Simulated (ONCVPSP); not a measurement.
## How hard is this mercury ONCV potential?

ONCVPSP 4.0.1 input, shortened (lines: element, Z, core and valence counts, functional; n l f; lmax; l rc ep ncon nbas qcut; lloc lpopt rc5 dvloc0; l nproj debl; icmod fcfact rcfact), PBEsol, fully relativistic:

```
  Hg 80.00   10    4  -116133      upf
    1    0    2.00
    2    0    2.00
    2    1    6.00
    3    0    2.00
    3    1    6.00
    3    2   10.00
    4    0    2.00
    4    1    6.00
    4    2   10.00
    4    3   14.00
    5    0    2.00
    5    1    6.00
    5    2   10.00
    6    0    2.00
    3
    0    1.35    0.00    4    9    9.90
    1    1.00    0.00    5    9    9.80
    2    1.55    0.00    5    9    6.40
    3    1.50    0.31    3    7    7.40
    4    5    0.70    0.00
    0    2    2.10
    1    2    0.50
    2    1    1.50
    3    1    0.70
    3    3.75    1.70
```

Open shells are filled in proportion to 2j + 1.

In the p channel the program set the typed energies aside and used -2.264, 0.250 Ha (j = l + 1/2; the other j can differ).

**Question.** For each optimised wave give the share of its norm inside rc, the residual kinetic energy above qcut (Ha) and the cutoffs (Ha) for errors of 10, 1, 0.1 and 0.01 mHa per electron.

**Answer.**

```json
{"wave": "5s", "norm inside rc": "0.927", "residual KE": "1.2e-06", "10 mHa": "28.8", "1 mHa": "35.5", "0.1 mHa": "40.7", "0.01 mHa": "44.9"}
{"wave": "6s", "norm inside rc": "0.051", "residual KE": "8.6e-07", "10 mHa": "24.2", "1 mHa": "32.5", "0.1 mHa": "39.0", "0.01 mHa": "44.1"}
{"wave": "5p j=3/2", "norm inside rc": "0.457", "residual KE": "6.8e-04", "10 mHa": "33.1", "1 mHa": "43.5", "0.1 mHa": "236.5", "0.01 mHa": "273.3"}
{"wave": "p projector 2 j=3/2", "norm inside rc": "0.046", "residual KE": "1.1e-03", "10 mHa": "33.3", "1 mHa": "48.8", "0.1 mHa": "124.4", "0.01 mHa": "320.1"}
{"wave": "5p j=1/2", "norm inside rc": "0.576", "residual KE": "1.9e-03", "10 mHa": "40.1", "1 mHa": "54.1", "0.1 mHa": "191.7", "0.01 mHa": "244.2"}
{"wave": "p projector 2 j=1/2", "norm inside rc": "0.048", "residual KE": "5.3e-04", "10 mHa": "29.6", "1 mHa": "43.3", "0.1 mHa": "217.3", "0.01 mHa": "327.1"}
{"wave": "5d j=5/2", "norm inside rc": "0.597", "residual KE": "9.4e-04", "10 mHa": "16.2", "1 mHa": "20.4", "0.1 mHa": "36.4", "0.01 mHa": "95.0"}
{"wave": "5d j=3/2", "norm inside rc": "0.639", "residual KE": "1.7e-03", "10 mHa": "17.1", "1 mHa": "22.2", "0.1 mHa": "60.7", "0.01 mHa": "109.9"}
{"wave": "f projector 1 j=7/2", "norm inside rc": "0.001", "residual KE": "1.4e-06", "10 mHa": "1.1", "1 mHa": "5.4", "0.1 mHa": "13.7", "0.01 mHa": "21.5"}
{"wave": "f projector 1 j=5/2", "norm inside rc": "0.001", "residual KE": "1.3e-06", "10 mHa": "1.1", "1 mHa": "5.5", "0.1 mHa": "13.7", "0.01 mHa": "21.4"}
```

The occupied waves need 54 Ha and 236 Ha for 1 and 0.1 mHa. Rows with under 1 % of the norm inside rc give no meaningful cutoff. Note: ghosts flagged at negative energy: s at -567.2 eV, p3/2 at -558.1 eV; GHOST(+) flagged for p1/2 at 138.9 eV, p3/2 at 183.8 eV. A true bound ghost makes a file unfit for plane-wave use. 1 of 4 tests not solved or not reliable.
